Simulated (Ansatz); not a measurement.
Wavefunction ladder for `C[Si]1(Cl)CC1=N`

```xyz
12

C    -1.669   -0.151   -0.994
Si    0.078   -0.476   -0.473
Cl    1.016   -1.765   -1.760
C     0.580   -0.511    1.313
C     1.089    0.691    0.525
N     1.803    1.669    0.862
H    -2.138    0.539   -0.290
H    -2.239   -1.083   -1.007
H    -1.702    0.288   -1.992
H     1.361   -1.185    1.660
H    -0.154   -0.298    2.091
H     1.976    2.282    0.063
```

Charge 0, multiplicity 1. All single points use the PBE0-D4/def2-TZVP geometry. It is one conformer, not always the lowest. Frozen core, restricted reference, Ansatz. CBS rows extrapolate triple and quadruple zeta; past MP2 they add the triple-zeta difference.

| basis | HF (Eh) | MP2 corr. | CCSD corr. | (T) | CCSD(T) total |
| --- | --- | --- | --- | --- | --- |
| def2-TZVPP | -920.05798 | -1.00215 | -1.05196 | -0.04946 | -921.15940 |
| def2-QZVPP | -920.08731 | -1.07615 | – | – | – |
| CBS(def2) | -920.09135 | -1.13097 | -1.18077 | as TZ | -921.32158 |
